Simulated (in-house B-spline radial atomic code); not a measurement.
A run on Rh⁻ that did not converge. Method: scalar-relativistic (X2C) TPSSh, spin-polarised, spherical fractional occupations, exact exchange averaged over the configuration, Fermi nucleus of rms radius 4.4945 fm; computed with a B-spline radial code for spherical atoms.

Command:
```bash
python run_scf.py task.json out
```
Settings (nuclear radius in fm, mass in u):
```
Z                45
configuration    [Kr] 4d8 5s2
hamiltonian      x2c
method           tpssh
spin_polarised   True
nucleus          fermi
rms_radius       4.4945
atomic_mass      102.90549
speed_of_light   137.035999084
exact_exchange   averaged over the configuration
```

First and last ten iterations of the last attempt (damped for 15 steps, keeping 80 % of the old Fock matrix, then DIIS):
```
 iter        energy (Eh)    residual
    1       -4775.245186    1.60e-01
    2       -4778.832752    3.20e-01
    3       -4781.040048    2.14e-01
    4       -4782.245559    1.46e-01
    5       -4782.875393    1.04e-01
    6       -4783.190144    7.14e-02
    7       -4783.342236    4.87e-02
    8       -4783.415234    3.63e-02
    9       -4783.451453    2.67e-02
   10       -4783.470662    1.94e-02
  111       -4779.362628    1.24e-01
  112       -4733.053265    3.80e-01
  113       -4733.220377    3.81e-01
  114       -4733.332962    3.81e-01
  115       -4759.970113    2.38e-01
  116       -4759.696482    2.38e-01
  117       -4733.298640    3.83e-01
  118       -4760.443131    2.35e-01
  119       -4761.676513    2.36e-01
  120       -4780.430372    1.14e-01
 not converged after 120 iterations
```

The smallest residual met was 2.4e-03; the threshold is about 4e-07. No energy from this run should be used. Time taken, with all properties: 3.9 s on 1 thread of Intel(R) Xeon(R) 6975P-C (shared host).
